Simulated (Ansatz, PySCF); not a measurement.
C3H6GeO, SMILES [GeH2]([OH])[CH2]C#C. Atoms are numbered in the order given.

```xyz
11

C     -0.3189    -3.1503     0.0000
C      0.2955    -2.1049     0.0000
C      0.9745    -0.8217     0.0000
Ge    -0.3275     0.6609     0.0000
O      0.7163     2.1199     0.0000
H     -0.8486    -4.0836     0.0000
H      1.6168    -0.7033     0.8881
H      1.6168    -0.7033    -0.8881
H     -1.2039     0.6178     1.2724
H     -1.2039     0.6178    -1.2724
H      0.2207     2.9489     0.0000
```
Charge 0, spin multiplicity 1.

Coordinates come from a B3LYP-D3(BJ)/def2-SVP optimisation. This is a generated structure with no PubChem entry under its InChIKey; it may be hypothetical. The values are those of a single conformer.

Two levels are set side by side: PBE-D3(BJ)/def2-SVP (Ansatz, a quantum-chemistry and plane-wave program) and B3LYP-D3(BJ)/def2-SVP (Ansatz). Each level has its own optimised geometry; the coordinates shown are those of the second. Frequencies come from the Hessian of PySCF at each geometry. Differences are taken from unrounded values.

```tsv
quantity	B3LYP-D3(BJ)
mean bond length (Å)	1.377
bond C1–C2 (Å)	1.213
bond C2–C3 (Å)	1.452
bond C3–Ge4 (Å)	1.973
bond Ge4–O5 (Å)	1.794
bond C1–H6 (Å)	1.073
bond C3–H7 (Å)	1.102
bond C3–H8 (Å)	1.102
bond Ge4–H9 (Å)	1.546
bond Ge4–H10 (Å)	1.546
bond O5–H11 (Å)	0.966
highest harmonic wavenumber (cm⁻¹)	3846
mean harmonic wavenumber (cm⁻¹)	1224
zero-point energy (kcal/mol)	47.24
```

**Question.** What does PBE-D3(BJ) give, and how far is it from B3LYP-D3(BJ)? (An estimate is asked for; the answer gives what the named calculation found.)

**Answer.** 
| quantity | PBE-D3(BJ) | PBE-D3(BJ) minus B3LYP-D3(BJ) |
|---|---|---|
| mean bond length (Å) | 1.385 | 0.008 |
| bond C1–C2 (Å) | 1.224 | 0.012 |
| bond C2–C3 (Å) | 1.450 | -0.002 |
| bond C3–Ge4 (Å) | 1.979 | 0.005 |
| bond Ge4–O5 (Å) | 1.807 | 0.013 |
| bond C1–H6 (Å) | 1.080 | 0.007 |
| bond C3–H7 (Å) | 1.110 | 0.008 |
| bond C3–H8 (Å) | 1.110 | 0.008 |
| bond Ge4–H9 (Å) | 1.556 | 0.011 |
| bond Ge4–H10 (Å) | 1.556 | 0.011 |
| bond O5–H11 (Å) | 0.975 | 0.009 |
| highest harmonic wavenumber (cm⁻¹) | 3737 | -109 |
| mean harmonic wavenumber (cm⁻¹) | 1188 | -36 |
| zero-point energy (kcal/mol) | 45.85 | -1.39 |

Exact exchange shortens and stiffens bonds; PBE has none. Differences between two approximate levels are no errors against the true value.
